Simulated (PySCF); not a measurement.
CH$_{5}$Si, doublet, at a GFN2-xTB geometry; MP2/6-31G* run with PySCF.

Input for PySCF:
```python
from pyscf import gto, scf, mp

mol = gto.M(
    atom='''
C    -0.00961888    0.08558394   -1.20792711
Si    0.00693370    0.02337297    0.68442733
H    -0.03432110   -0.91899655   -1.62856536
H    -0.87992760    0.61839322   -1.58117006
H     0.87474746    0.58217174   -1.59770913
H    -1.21559465   -0.53605201    1.24797082
H     1.21573735   -0.58624162    1.22505378
''',
    basis='6-31g*',
    spin=1,
    verbose=4,
)

mf = scf.UHF(mol)
mf.kernel()

pt = mp.MP2(mf)
pt.kernel()
print('E(MP2) = %.10f' % pt.e_tot)
```

The log (banner, timings and long lists left out):

```
PySCF version 2.14.0

[INPUT] verbose = 4
[INPUT] num. atoms = 7
[INPUT] num. electrons = 25
[INPUT] charge = 0
[INPUT] spin (= nelec alpha-beta = 2S) = 1
[INPUT] symmetry False subgroup None
[INPUT] Mole.unit = angstrom
[INPUT] Symbol           X                Y                Z      unit          X                Y                Z       unit  Magmom
[INPUT]  1 C     -0.009618880000   0.085583940000  -1.207927110000 AA   -0.018177048825   0.161730207261  -2.282651416337 Bohr   0.0
[INPUT]  2 Si     0.006933700000   0.023372970000   0.684427330000 AA    0.013102794030   0.044168512018   1.293380205867 Bohr   0.0
[INPUT]  3 H     -0.034321100000  -0.918996550000  -1.628565360000 AA   -0.064857479294  -1.736651788920  -3.077542506354 Bohr   0.0
[INPUT]  4 H     -0.879927600000   0.618393220000  -1.581170060000 AA   -1.662822173446   1.168593823088  -2.987978369762 Bohr   0.0
[INPUT]  5 H      0.874747460000   0.582171740000  -1.597709130000 AA    1.653033127559   1.100145146061  -3.019232682417 Bohr   0.0
[INPUT]  6 H     -1.215594650000  -0.536052010000   1.247970820000 AA   -2.297140966987  -1.012991487423   2.358323061249 Bohr   0.0
[INPUT]  7 H      1.215737350000  -0.586241620000   1.225053780000 AA    2.297410630904  -1.107836104621   2.315016132063 Bohr   0.0

nuclear repulsion = 55.6336750763913
number of shells = 24
number of NR pGTOs = 98
number of NR cGTOs = 42
basis = 6-31g*
ecp = {}

******** <class 'pyscf.scf.uhf.UHF'> ********
method = UHF
initial guess = minao
damping factor = 0
level_shift factor = 0
DIIS = <class 'pyscf.scf.diis.CDIIS'>
diis_start_cycle = 1
diis_space = 8
diis_damp = 0
SCF conv_tol = 1e-09
SCF conv_tol_grad = None
SCF max_cycles = 50
direct_scf = True
direct_scf_tol = 1e-13
number electrons alpha = 13  beta = 12
Set gradient conv threshold to 3.16228e-05
init E= -329.497915546591

cycle= 1 E= -329.620595026489  delta_E= -0.123  |g|= 0.158  |ddm|= 1.45
cycle= 2 E= -329.646076286427  delta_E= -0.0255  |g|= 0.0464  |ddm|= 0.254
cycle= 3 E= -329.649169716402  delta_E= -0.00309  |g|= 0.0114  |ddm|= 0.111
cycle= 4 E= -329.649404820181  delta_E= -0.000235  |g|= 0.00508  |ddm|= 0.0302
cycle= 5 E= -329.649457250071  delta_E= -5.24e-05  |g|= 0.00203  |ddm|= 0.0157
cycle= 6 E= -329.649465499854  delta_E= -8.25e-06  |g|= 0.000745  |ddm|= 0.00627
cycle= 7 E= -329.649466631371  delta_E= -1.13e-06  |g|= 0.000269  |ddm|= 0.00235
cycle= 8 E= -329.649466805148  delta_E= -1.74e-07  |g|= 0.000115  |ddm|= 0.00106
cycle= 9 E= -329.64946684273  delta_E= -3.76e-08  |g|= 3.49e-05  |ddm|= 0.000623
cycle= 10 E= -329.649466845818  delta_E= -3.09e-09  |g|= 9.82e-06  |ddm|= 0.000162
cycle= 11 E= -329.649466846022  delta_E= -2.04e-10  |g|= 4.52e-06  |ddm|= 3.37e-05
Extra cycle  E= -329.649466846053  delta_E= -3.1e-11  |g|= 3.02e-06  |ddm|= 8.37e-06
converged SCF energy = -329.649466846053  <S^2> = 0.75405496  2S+1 = 2.0040509

******** <class 'pyscf.mp.ump2.UMP2'> ********
nocc = (np.int64(13), np.int64(12)), nmo = (42, 42)
E(UMP2) = -329.856442547827  E_corr = -0.206975701774222
E(SCS-UMP2) = -329.860504482358  E_corr = -0.211037636305506
E_corr(same-spin) = -0.043076775950261
E_corr(oppo-spin) = -0.163898925823961
E(MP2) = -329.8564425478
```
